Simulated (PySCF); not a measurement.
First SCF of a structure search on doublet HGa(OH), at a hand-made linear (heavy-atom frame) geometry. PySCF input:

```python
from pyscf import gto, scf, dft
mol = gto.M(atom='''
Ga     0.000000     0.000000     0.000000
H      0.000000     0.000000     1.560000
O      0.000000     0.000000    -1.870000
H      0.735400     0.000000    -2.487100''',
    basis={'Ga': 'def2-TZVP', 'H': 'def2-TZVP', 'O': 'def2-TZVP'},
    charge=0, spin=1)
mf = dft.UKS(mol, xc='PBE0')
mf.grids.atom_grid = (50, 194)
aux = {'Ga': 'def2-universal-JKFIT', 'H': 'def2-universal-JKFIT', 'O': 'def2-universal-JKFIT'}
mf = mf.density_fit(auxbasis=aux)
mf.conv_tol = 1e-08
mf.diis_space = 10
mf.max_cycle = 60
mf.init_guess = 'minao'
mf.verbose = 4
mf.kernel()
```

Excerpt of the output (cycles alone):

```
init E= -2000.37525458082
cycle= 1 E= -2000.72276522371  delta_E= -0.348  |g|= 0.77  |ddm|= 1.68
cycle= 2 E= -1998.50913153323  delta_E= 2.21  |g|= 2.18  |ddm|= 1.64
cycle= 3 E= -2000.86968931182  delta_E= -2.36  |g|= 0.318  |ddm|= 1.43
cycle= 4 E= -2000.90407404833  delta_E= -0.0344  |g|= 0.145  |ddm|= 0.413
cycle= 5 E= -2000.90857584827  delta_E= -0.0045  |g|= 0.0294  |ddm|= 0.133
cycle= 6 E= -2000.90907838171  delta_E= -0.000503  |g|= 0.00942  |ddm|= 0.038
cycle= 7 E= -2000.90917177909  delta_E= -9.34e-05  |g|= 0.00292  |ddm|= 0.0309
cycle= 8 E= -2000.90920694968  delta_E= -3.52e-05  |g|= 0.00145  |ddm|= 0.0216
cycle= 9 E= -2000.90923378851  delta_E= -2.68e-05  |g|= 0.00139  |ddm|= 0.0292
cycle= 10 E= -2000.90924632962  delta_E= -1.25e-05  |g|= 0.00067  |ddm|= 0.0254
cycle= 11 E= -2000.90924824521  delta_E= -1.92e-06  |g|= 0.000187  |ddm|= 0.0112
cycle= 12 E= -2000.90924838252  delta_E= -1.37e-07  |g|= 4.61e-05  |ddm|= 0.0031
cycle= 13 E= -2000.90924838924  delta_E= -6.72e-09  |g|= 1.89e-05  |ddm|= 0.000451
Extra cycle  E= -2000.90924838965  delta_E= -4.12e-10  |g|= 2.27e-05  |ddm|= 7.77e-05
converged SCF energy = -2000.90924838965  <S^2> = 0.7564741  2S+1 = 2.0064637
```

No lower solution of this spin was found by a stability analysis within the unrestricted form.

The search for the lowest solution, with the stability check, took 3.3 s on 4 threads of a shared Arm Neoverse V1 host, with 91 basis functions; the process peaked at 0.36 GiB.
